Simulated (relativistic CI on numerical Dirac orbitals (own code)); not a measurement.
Calculated at this level of theory: Dirac-Coulomb-Breit CI, KLI orbitals optimised for each configuration, a model potential for QED, unscaled Slater integrals (own radial code, finite nucleus).

CI space (outside the closed core [Ne]): 3s²3p², 3s²3p3d, 3s3p³, 3s²3d², 3p⁴, 3s3p²3d, 3p²3d², 3s3p3d², 3p³3d, 3s²3d4s, 3s²3d4p, 3s²3p4s, 3s3p3d4s, 3p³4s, 3s3p3d4p, 3p³4p, 3s²3p4p, 3p²3d4s, 3s²3p4d, 3s²3p4f, 3s3p²4s, 3p²3d4p, 3s3p²4p, 3s3p²4d, 3s3p²4f, 3s²4s², 3s²3p5s, 3s²3p5p, 3s²4s4p, 3s²3p5d, 3s²3p5f, 3s²3p5g, 3s²4p², 3s3p4s², 3s3p4s4p, 3s3p²5s. Levels of other configurations are missing.

At this charge energies of transitions that change n are usually good to better than 1 %, and those within a shell (Δn = 0) to a few per cent.

Outline of the computed level scheme of Bi LXX. Lowest level of each configuration: 3s²3p² ³P0 at 0.00 eV; 3s3p³ ³P°2 at 817.75 eV; 3s²3p3d ³F°2 at 867.51 eV; 3s3p²3d ³D1 at 1078.03 eV; 3p⁴ ³P2 at 1684.16 eV.

Some strong electric-dipole decays among the lowest 45 levels: 3s²3p3d ³D°1 → 3s²3p² ³P0 (1.3e+13 s⁻¹); 3s3p²3d ³D1 → 3s3p³ ³D°1 (1.2e+13 s⁻¹); 3s²3p3d ³P°1 → 3s²3p² ³P1 (1.0e+13 s⁻¹); 3s²3p3d ³D°2 → 3s²3p² ¹D2 (1.0e+13 s⁻¹); 3s²3p3d ³P°0 → 3s²3p² ³P1 (9.0e+12 s⁻¹); 3s3p²3d ³D2 → 3s3p³ ³P°2 (8.7e+12 s⁻¹); 3s3p²3d ³P0 → 3s3p³ ³D°1 (7.6e+12 s⁻¹); 3s3p²3d ³D1 → 3s²3p3d ³F°2 (7.1e+12 s⁻¹).

LS names give the leading component of a level, which can be under half, so a name can repeat, a term be missing and a line seem to break the LS rules.
